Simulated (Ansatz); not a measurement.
Abridged output of a molecular run in Ansatz:

```
Functional definition: HF
1463 factors; integrals over basis functions are off by at most 1.2e-3 eV
mean field evaluation 1: about -24455.4428 eV, gradient 4.2e1 eV
mean field evaluation 2: about -24455.6514 eV, gradient 4.3e1 eV
mean field evaluation 4: about -24459.7157 eV, gradient 3.8e0 eV
mean field evaluation 8: about -24459.8019 eV, gradient 1.4e-1 eV
mean field -24459.80202439 eV, -898.8811449470 hartree, gradient 7.6e-6 eV, S^2 0.000000; 0 other end points of the search recorded, 0 dependent functions left out
16 core orbitals not correlated: weight in the atoms' cores, before any rotation towards them, 1.000 or more for the frozen orbitals, at most 0.000 for the correlated occupied ones
reference -24459.80202439 eV, -898.8811449470 hartree; 12, 12 occupied and 227, 227 virtual orbitals, 1463 factors
second order -15.39818855 eV of doubles, -0.00000000 eV of singles
cycle   1  -16.33577131 eV  change   -9.4e-1 eV  update   1.0e-1
cycle   2  -16.87122115 eV  change   -5.4e-1 eV  update   3.3e-2
cycle   3  -16.98571011 eV  change   -1.1e-1 eV  update   1.7e-2
cycle   4  -16.97423583 eV  change    1.1e-2 eV  update   4.1e-3
cycle   5  -16.97357574 eV  change    6.6e-4 eV  update   1.8e-3
cycle   6  -16.97376494 eV  change   -1.9e-4 eV  update   5.0e-4
cycle   7  -16.97343842 eV  change    3.3e-4 eV  update   2.0e-4
cycle   8  -16.97344941 eV  change   -1.1e-5 eV  update   6.0e-5
cycle   9  -16.97348288 eV  change   -3.3e-5 eV  update   2.2e-5
cycle  10  -16.97347652 eV  change    6.4e-6 eV  update   8.6e-6
perturbative correction -0.54752061 eV, -0.0201210113 hartree
Total energy: -24477.32302152 eV, -899.5250297153 hartree
```

Its atoms:

Cartesian coordinates in Å:
```
Si 0.6348 1.8973 -1.3275
O 0.9262 0.4156 -0.7262
Al 0.8148 -1.0643 0.0743
Si -1.1864 -1.4959 1.4236
H -0.7399 2.3483 -0.9752
H 1.6125 2.8692 -0.7701
H 0.7642 1.8759 -2.8085
H 2.0322 -2.0624 -0.0963
H -2.3166 -0.5970 1.0580
H -1.6514 -2.9050 1.2774
H -0.8903 -1.2818 2.8704
```

Question: Which basis set was used?
A. def2-QZVPP
B. def2-TZVPPD
C. def2-SVP
D. def2-TZVPP

Answer: D. It gives 255 functions.

Question: Write the keys of the input that set method, charge and spin (a neutral closed shell needs none for the last two).

Answer: 
```yaml
correlation: {method: ccsd_t}
```
